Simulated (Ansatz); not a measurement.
Mulliken charges of `[NH2][Zn][Cl]` from ωB97M-V/def2-TZVPP in Ansatz (PBE0-D4/def2-TZVP geometry).

| atom | x (Å) | y (Å) | z (Å) | charge (e) |
| --- | --- | --- | --- | --- |
| N1 | -0.452 | 0.759 | -0.382 | -0.401 |
| Zn2 | 0.607 | -0.573 | 0.244 | 0.490 |
| Cl3 | 1.962 | -2.022 | 0.911 | -0.313 |
| H4 | -1.081 | 0.504 | -1.131 | 0.112 |
| H5 | -0.987 | 1.259 | 0.315 | 0.112 |

Q: By hand: the dipole of these point charges (1 e Å = 4.8032 D).

A: Σ q r = (-0.367, 0.245, -0.104) e Å, of length 0.453 e Å = 2.18 D.

Q: How does the dipole of the full density compare? (Best estimate.)

A: Ansatz gave: (-0.437, 0.182, -0.066) e Å, 2.30 D; the point charges give 0.95 times that, at 12° from its direction.

Point charges leave out the atoms' own dipoles, such as those of lone pairs, and Mulliken's split depends on the basis, so the close match here is no proof of good charges.
